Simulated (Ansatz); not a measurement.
Reaction (substitution at a C–N bond): `BC/N=C/[SeH]` + `[NH2][GeH3]` → `BC[NH][GeH3]` + `N=C[SeH]`

Isolated molecules relaxed with PBE0-D4/def2-TZVP in Ansatz; ΔE leaves out vibrations. CCSD(T)/CBS adds triple-zeta CCSD(T) − MP2 to the extrapolated MP2 energy (def2 sets, frozen cores). DFT in def2-TZVPP. B3LYP here is the variant with VWN-RPA as its local correlation; programs differ in this. For Ge, Se outer-core shells are correlated without core-valence functions, which leaves a few kJ/mol of doubt a bond. Scalar relativity is left out up to krypton. One conformer a species, not always the lowest.

| level | ΔE (kcal/mol) | difference from CCSD(T)/CBS |
| --- | --- | --- |
| PBE-D4 | 4.4 | -3.2 |
| PBE0-D4 | 5.9 | -1.7 |
| B3LYP-D4 | 7.1 | -0.5 |
| ωB97X-V | 7.7 | 0.1 |
| ωB97M-V | 6.7 | -0.9 |
| B2PLYP | 8.0 | 0.4 |
| PBE | 4.5 | -3.1 |
| B3LYP | 7.4 | -0.2 |
| MP2/def2-TZVPP | 8.4 | 0.8 |
| SCS-MP2/def2-TZVPP | 9.2 | 1.6 |
| CCSD(T)/def2-TZVPP | 7.9 | 0.3 |
| HF/def2-QZVPP | 12.2 | 4.6 |
| MP2/def2-QZVPP | 8.2 | 0.6 |
| SCS-MP2/def2-QZVPP | 9.1 | 1.5 |
| MP2/CBS(def2) | 8.1 | 0.5 |
| CCSD/CBS(def2) | 8.3 | 0.7 |
| CCSD(T)/CBS | 7.6 | 0 |

Largest T1 diagnostic among the species: 0.012.

From PBE to PBE0 (25 % exact exchange), in def2-TZVPP and without D4, ΔE moves by +1.5 kcal/mol. In def2-TZVPP, CCSD(T) changes the Hartree–Fock value by −4.4 kcal/mol (the triples alone add −0.7 kcal/mol) and MP2 by −3.9 kcal/mol.
